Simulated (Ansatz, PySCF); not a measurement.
SnCl₃, SMILES [Cl][Sn-]([Cl])[Cl], charge -1.

Coordinates come from a r2SCAN-D4/def2-SVPD optimisation. The isomer is the one that the SMILES or the coordinates give; other isomers of the formula were not compared. The def2 effective core potentials stand for the cores of Sn; spin–orbit coupling is left out.

Estimates of the vertical detachment energy (IE) of the anion in eV. Rows of orbital energies are one-electron estimates, which approximate functionals can put far too low.

| level | IE |
|---|---|
| −ε(HOMO), −ε(LUMO), HF/def2-TZVPD (PySCF) | 5.04 |
| −ε(HOMO), −ε(LUMO), PBE/def2-TZVPD (PySCF) | 1.94 |
| ΔSCF, CAM-B3LYP/def2-SVPD (Ansatz), final states of multiplicity 2 | 4.95 |
| ΔSCF, PBE/def2-SVPD (Ansatz), final states of multiplicity 2 | 4.54 |

**Question.** What vertical singlet–triplet gap does ΔSCF give with CAM-B3LYP/def2-SVPD (Ansatz, an electronic-structure program) and with PBE/def2-SVPD (Ansatz)? (An estimate is asked for; the answer gives what the named calculation found.)

**Answer.** 4.35 and 4.07 eV (triplet above singlet where positive).
